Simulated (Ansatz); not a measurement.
Total energies of GeCl2 from Ansatz at PBE0-D4/def2-TZVP, gas phase (1 Eh = 27.2114 eV = 2625.5 kJ/mol). The reference geometry is relaxed at PBE-D4/def2-TZVP.

| state | geometry | energy (Eh) |
| --- | --- | --- |
| charge 0 singlet | reference | -2996.95857 |
| charge 1 doublet | reference | -2996.57868 |
| charge 1 doublet | relaxed at PBE-D4/def2-TZVP | -2996.59362 |
| free Ge atom (triplet) | – | -2076.65516 |
| free Cl atom (doublet) | – | -459.99739 |

(1) Work out the vertical ionisation energy to the doublet.

(2) How much does the charge 1 doublet relax, and what is the adiabatic ionisation energy?

(3) What is the binding energy per atom against free atoms?

(1) E(charge 1 doublet) − E(charge 0 singlet) = -2996.57868 − (-2996.95857) = 0.37989 Eh = 10.34 eV. For comparison, −ε of the highest occupied level is 8.17 eV at this level, 2.17 eV less.

(2) Relaxation: -2996.57868 − (-2996.59362) = 0.01494 Eh = 0.41 eV. Adiabatic ionisation energy: 0.36495 Eh = 9.93 eV, without zero-point energy. 

(3) Atoms: 1 × (-2076.65516) + 2 × (-459.99739) = -2996.64994 Eh. Binding: -2996.64994 − (-2996.95857) = 0.30863 Eh = 8.40 eV, or 2.80 eV for each of 3 atoms (no zero-point energy, no counterpoise term).
